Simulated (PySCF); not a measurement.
A small calculation by hand: dipole moment from atomic charges

BrH2NSe, SMILES N[Se]Br. Atoms are numbered in the order given.

```xyz
5

Se     0.4464    -0.9476     0.0000
Br    -0.1179     1.3900     0.0000
N     -1.1032    -1.8388     0.0000
H     -1.6637    -1.7791     0.8484
H     -1.6637    -1.7791    -0.8484
```
Charge 0, spin multiplicity 1.

Geometry: r2SCAN-D4/def2-SVP. Other conformers were not sampled.

Charges (e) from B3LYP/def2-TZVPD in PySCF:

```json
[
 {"atom": "Se1", "IAO": "0.360", "ESP fit": "0.141"},
 {"atom": "Br2", "IAO": "-0.241", "ESP fit": "-0.177"},
 {"atom": "N3", "IAO": "-0.679", "ESP fit": "-0.626"},
 {"atom": "H4", "IAO": "0.280", "ESP fit": "0.331"},
 {"atom": "H5", "IAO": "0.280", "ESP fit": "0.331"}
]
```

The dipole moment of the full density is 2.37 D.

Problem. What dipole moment does each set of point charges give, and which comes closer to that of the density?

Solution. 
μ = Σ q r, and 1 e Å = 4.8032 D.
IAO: Σ q r = (0.007, -0.424, 0.000) e Å, |μ| = 2.04 D.
ESP fit: Σ q r = (-0.327, -0.406, 0.000) e Å, |μ| = 2.51 D.
ESP fit comes closer in size. Point charges leave out the atoms' own dipoles (lone pairs, polarised bonds); fits to the potential absorb them, partitions of the density don't.
